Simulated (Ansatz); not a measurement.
A van 't Hoff estimate for BH(CH3)2(OH2) ⇌ B(CH3)2(OH) + H2

Species: BH(CH3)2(OH2), singlet; B(CH3)2(OH), singlet; H2 (hydrogen), singlet. 

The electronic reaction energy at CCSD(T)/CBS estimate is -93.8 kJ/mol. Shapes: PBE0-D4/def2-TZVP. Flexible molecules stand in one conformer, not always the lowest. Programs: Ansatz 0.2.0. Enthalpy and entropy come from rigid-rotor, harmonic-oscillator sums on unscaled PBE0-D4/def2-TZVP wavenumbers, ideal gases at 1 bar; R ln 2 is added for the mirror twin of the chiral shape of BH(CH3)2(OH2). Symmetry numbers: BH(CH3)2(OH2) 1, B(CH3)2(OH) 1, H2 2. R = 8.3145 J/(mol K).

```
T (K)  ΔH (kJ/mol)  ΔS (J/(mol K))
  800       -111.9          +116.3
 1100       -113.2          +115.0
 1400            ?               ?
```

Q: Work out ln K at 800 and 1100 K, and from these estimate it at 1400 K.

A: 
1. 800 K: ΔG = -111.9 − 800 × (+116.3)/1000 = -204.9 kJ/mol; ln K = −ΔG/RT = +30.80.
2. 1100 K: ΔG = -113.2 − 1100 × (+115.0)/1000 = -239.7 kJ/mol; ln K = −ΔG/RT = +26.21.
3. Slope against 1000/T: (+26.21 − (+30.80))/(0.9091 − 1.2500) = +13.46, that is −ΔH/R with ΔH near -112 kJ/mol.
4. 1400 K: ln K = +30.80 + (+13.46) × (0.7143 − 1.2500) = +23.59.

The full sums give ΔH = -115.4 kJ/mol, ΔS = +113.2 J/(mol K), ΔG = -273.9 kJ/mol and ln K = +23.53 at 1400 K, so the line is off by +0.06 in ln K; without rounding the miss is +0.04, from the change of ΔH with temperature. The products are favoured over this whole range. The number of molecules rises, which sets the sign of ΔS, and lower pressure favours the products. An error of 10 kJ/mol in the energy moves ln K by 0.9 at 1400 K. Soft modes are treated as harmonic, which can err either way at these temperatures; the lowest are those of BH(CH3)2(OH2) (85 cm⁻¹), B(CH3)2(OH) (66 cm⁻¹). Other conformers aren't counted. The CBS estimate extrapolates MP2 from def2-TZVPP and def2-QZVPP and adds CCSD(T) − MP2 in the triple-zeta set, cores frozen; for H2 it overshoots the exact energy by about 1 mEh.
